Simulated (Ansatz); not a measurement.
`C=N[SiH2][TeH]` and `C=N[SiH2][GeH3]` differ in one atom or group.

Ansatz, PBE0-D4/def2-TZVP geometries, multiplicity 1. Each molecule was computed in one conformer, which needn't be the lowest.

Elements past krypton have def2 core potentials. Scalar relativity is left out up to krypton.

```
                                        property  `C=N[SiH2][TeH]`
size of the dipole moment (B3LYP/def2-TZVPP) / D              1.20
             HOMO energy (B3LYP/def2-TZVPP) / eV             -6.39
             HOMO–LUMO gap (PBE/def2-TZVPP) / eV              3.31
            HOMO–LUMO gap (PBE0/def2-TZVPP) / eV              5.48
           LUMO energy (ωB97M-V/def2-TZVPP) / eV              1.08
         HOMO–LUMO gap (ωB97M-V/def2-TZVPP) / eV              9.79
```

Question: Give the same properties after the change, and the shifts. (Best estimate.)

Answer: Computed: 
| property | `C=N[SiH2][GeH3]` | shift |
| --- | --- | --- |
| size of the dipole moment (B3LYP/def2-TZVPP) / D | 1.47 | 0.27 |
| HOMO energy (B3LYP/def2-TZVPP) / eV | -7.08 | -0.69 |
| HOMO–LUMO gap (PBE/def2-TZVPP) / eV | 3.71 | 0.40 |
| HOMO–LUMO gap (PBE0/def2-TZVPP) / eV | 6.20 | 0.72 |
| LUMO energy (ωB97M-V/def2-TZVPP) / eV | 1.09 | 0.01 |
| HOMO–LUMO gap (ωB97M-V/def2-TZVPP) / eV | 10.73 | 0.94 |

With PBE0 the HOMO falls by 0.67 eV and the LUMO rises by 0.05 eV, so the gap widens by about 0.72 eV. PBE moves the HOMO by -0.31 eV and ωB97M-V by -0.94 eV. Dipoles are sizes alone; their direction can turn.

B3LYP here is the variant with VWN-RPA as its local correlation; programs differ in this.

Spin–orbit coupling is left out; it splits and shifts lone-pair levels of the heavy atoms by tenths of an eV.
